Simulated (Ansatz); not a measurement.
Basis-set series for FH6N3Zr, SMILES `[NH2][Zr]([NH2])([NH2])[F]`. Charge 0, multiplicity 1. Zr: def2 effective core potential. All single points use the PBE0-D4/def2-TZVP geometry. It is one conformer, not always the lowest.

| functional | basis | functions | energy (Eh) | HOMO (eV) | LUMO (eV) |
| --- | --- | --- | --- | --- | --- |
| PBE0-D4 | def2-SVP | 117 | -314.46409 | -6.86 | 0.03 |
| PBE0-D4 | def2-TZVPP | 264 | -314.80356 | -7.08 | -0.19 |
| ωB97M-V | def2-SVP | 117 | -314.57270 | -9.22 | 1.03 |
| ωB97M-V | def2-TZVPP | 264 | -314.92279 | -9.44 | 0.76 |

Give the rows for def2-QZVPP. (Best estimate.)

Computed: 
| functional | basis | functions | energy (Eh) | HOMO (eV) | LUMO (eV) |
| --- | --- | --- | --- | --- | --- |
| PBE0-D4 | def2-QZVPP | 489 | -314.82263 | -7.13 | -0.31 |
| ωB97M-V | def2-QZVPP | 489 | -314.94078 | -9.50 | 0.51 |

Positive LUMOs are unbound and depend on the basis.
